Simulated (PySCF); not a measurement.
## Diatomics of Ag with the halogens

PBE with triple-zeta basis sets in PySCF, for the lowest determinant that a PBE0 search found; no spin–orbit coupling. De refers to high-spin ground-configuration atoms. A positive dipole means M(−)Ag(+).

```json
{"M": "F", "basis": "def2-TZVPP", "state (unpaired electrons)": "singlet (closed shell)", "Re (Å)": "1.987", "ωe (cm⁻¹)": "487", "De (eV)": "3.58", "μ (D)": "5.04"}
{"M": "Cl", "basis": "def2-TZVPP", "state (unpaired electrons)": "singlet (closed shell)", "Re (Å)": "2.281", "ωe (cm⁻¹)": "330", "De (eV)": "3.18", "μ (D)": "4.85"}
{"M": "Br", "basis": "x2c-TZVPPall", "state (unpaired electrons)": "singlet (closed shell)", "Re (Å)": "2.412", "ωe (cm⁻¹)": "237", "De (eV)": "2.92", "μ (D)": "4.60"}
{"M": "I", "basis": "def2-TZVPP", "state (unpaired electrons)": "singlet (closed shell)", "Re (Å)": "2.565", "ωe (cm⁻¹)": "197", "De (eV)": "2.63", "μ (D)": "4.13"}
```

The shortest bond is that of AgF (1.987 Å), the longest that of AgI (2.565 Å). AgF is bound most strongly (3.58 eV) and AgI least (2.63 eV).

The rows differ in basis set, which adds steps of its own.

Down a group the atoms grow and get heavier, so bonds lengthen and wavenumbers fall; this series shows no clear exception.

Spin–orbit coupling is left out, which matters for elements this heavy, above all for dissociation energies.
